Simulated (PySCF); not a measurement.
## Removal energies of Pr⁴¹⁺ from EOM-IP-GCCSD

Reference: closed-shell Pr⁴¹⁺, [Ar]; one electron is removed. Calculated with PySCF 2.14, two-component X2C-1e with screened spin-orbit coupling, an even-tempered Gaussian basis (18 s from 3.1 bohr⁻², ratio 2.6; 14 p from 4 bohr⁻², ratio 2.6; 5 d from 4.1 bohr⁻², ratio 2.8; 3 f from 68 bohr⁻², ratio 2.8); frozen [Ne]; the 62 highest virtual spinors dropped; of the others 50 kept and the rest restored at second order. No Breit or QED terms. Binding energies in eV.

```tsv
level	Koopmans	second order	EOM-CCSD
3s1/2	3503.0	3470.9	3494.2
3p1/2	3350.5	3350.4	3350.5
3p3/2	3229.6	3230.3	3230.6
```

In EOM-CCSD the overlap with the one-orbital guess is low for 3s1/2 (weight 0.65). That can mean mixing with two-hole, one-particle states, where second order and EOM-CCSD lose accuracy, or only a rotation among the degenerate components of the shell; the terms of those configurations are not listed.

For comparison, the ionisation energy of Pr⁴¹⁺ is 3227 ± 4 eV (theoretical estimate listed by NIST; NIST Atomic Spectra Database, ionization energies).

Where second order misses EOM-CCSD by more than 1 eV, it overshoots the relaxation and correlation of that hole or particle, which higher orders damp.
